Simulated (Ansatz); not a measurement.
Consider the formal loss of a carbene: `Cc1ccnc(C)c1` → `[CH2]` (triplet) + `Cc1ccncc1`.

Computed with Ansatz on PBE0-D4/def2-TZVP structures; ΔE is electronic, products minus reactants. CCSD(T)/CBS adds triple-zeta CCSD(T) − MP2 to the extrapolated MP2 energy (def2 sets, frozen cores). This one scheme is used for every species. Functionals use def2-TZVPP. Triplets are unrestricted, without spin–orbit coupling.

CCSD(T)/CBS gives +453.1 kJ/mol.

Another level gave +432.4 kJ/mol. Which?
A. LDA (SPW92)/def2-TZVPP
B. r2SCAN-D4/def2-TZVPP
C. CAM-B3LYP/def2-TZVPP
D. BHLYP/def2-TZVPP

B. r2SCAN-D4 432.4, CAM-B3LYP 444.6, BHLYP 426.3, LDA (SPW92) 530.7 kJ/mol.

Largest T1 diagnostic among the species: 0.012.

In def2-TZVPP, CCSD(T) changes the Hartree–Fock value by +138.1 kJ/mol (the triples alone add +11.9 kJ/mol) and MP2 by +152.8 kJ/mol. From PBE to PBE0 (25 % exact exchange), in def2-TZVPP and without D4, ΔE moves by −7.3 kJ/mol.
